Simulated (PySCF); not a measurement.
**Antimony: a sound run and one with changed settings**

Sound run: Sb²⁺ [Kr] 4d10 5s2 5p1, Sb³⁺ [Kr] 4d10 5s2. Calculation: PySCF 2.14, in x2c-SVPall (6s5p3d, 36 functions); scalar relativity by spin-free X2C-1e. In the sound run the correlated levels freeze [Kr] 4d10. The sound run starts from symmetry-adapted Hartree-Fock orbitals and uses a fine grid where one is needed.

Changed run: the non-relativistic Hamiltonian (point nucleus). This setting is unsound on purpose.

| species | method | sound run (hartree) | changed run (hartree) | converged |
| --- | --- | --- | --- | --- |
| Sb²⁺ | UHF | -6476.35157 | -6160.85353 | yes |
| Sb²⁺ | PBE | -6478.63880 | -6163.16343 | yes |
| Sb²⁺ | BP86 | -6479.79754 | -6164.31916 | yes |
| Sb²⁺ | MP2 | -6476.37804 | -6160.88410 | yes |
| Sb²⁺ | CCSD(T) | -6476.39116 | -6160.90523 | yes |
| Sb³⁺ | UHF | -6475.46578 | -6159.95094 | yes |
| Sb³⁺ | PBE | -6477.72872 | -6162.23387 | yes |
| Sb³⁺ | BP86 | -6478.88194 | -6163.38281 | yes |
| Sb³⁺ | MP2 | -6475.48835 | -6159.97830 | yes |
| Sb³⁺ | CCSD(T) | -6475.49920 | -6159.99870 | yes |

Ionisation energy of Sb²⁺:

| method | sound run (eV) | changed run (eV) |
| --- | --- | --- |
| UHF | 24.103 | 24.561 |
| PBE | 24.765 | 25.295 |
| BP86 | 24.915 | 25.479 |
| MP2 | 24.210 | 24.648 |
| SCS-MP2 | 24.190 | 24.624 |
| CCSD | 24.264 | 24.650 |
| CCSD(T) | 24.272 | 24.668 |

Most of the change in total energy is the relativistic energy itself. On top of that the contraction fixes the core shape for the Hamiltonian it was made with, so the changed run is not a good calculation with the other Hamiltonian either.

For comparison, NIST gives 25.323 eV between the lowest levels.
